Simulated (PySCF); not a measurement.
**The third ionisation energy along group 13**

Calculated with PySCF 2.14 from differences of total energies of unrestricted determinants, without spin-orbit coupling. Values in eV. The last column holds reference values (NIST; (s) semi-empirical, (t) theoretical, else measured). Unmarked ones compare directly (S terms, centres of terms, or small fine structure); those marked * lie between the lowest fine-structure levels and include a spin-orbit shift.

```tsv
element	configurations	UHF	SCS-MP2 (valence and next inner shell)	LDA	PBE	PBE0	r2SCAN	reference
B (x2c-QZVPPall, spin-free X2C)	[He] 2s1 → 1s2	37.829	37.860	37.909	38.301	38.241	37.872	37.931
Al (x2c-QZVPPall, spin-free X2C)	[Ne] 3s1 → [Ne]	28.089	28.316	28.877	28.874	28.736	28.438	28.448
Ga (x2c-QZVPPall, spin-free X2C)	[Ar] 3d10 4s1 → [Ar] 3d10	29.633	30.490	31.931	31.609	31.203	31.321	30.726
In (x2c-QZVPPall, spin-free X2C)	[Kr] 4d10 5s1 → [Kr] 4d10	26.627	27.809	28.971	28.565	28.208	28.228	28.044
Tl (x2c-QZVPPall, spin-free X2C)	[Xe] 4f14 5d10 6s1 → [Xe] 4f14 5d10	28.154	29.608	30.749	30.320	29.954	30.169	29.852
```

```csv
method,elements,mean error (eV),mean absolute error (eV),largest error (eV)
UHF,5,-0.934,0.934,-1.698
SCS-MP2 (valence and next inner shell),5,-0.183,0.183,-0.244
LDA,5,0.687,0.696,1.205
PBE,5,0.534,0.534,0.883
PBE0,5,0.268,0.268,0.477
r2SCAN,5,0.206,0.233,0.595
```

Errors include the incompleteness of the basis and the frozen core.

"Valence" correlates the outer s and p shells and, in groups 3 to 12 and the f block, the outer d or f shell, open or full, or the next shell where the ion has no valence electron left; the wider scheme adds the next inner shell.
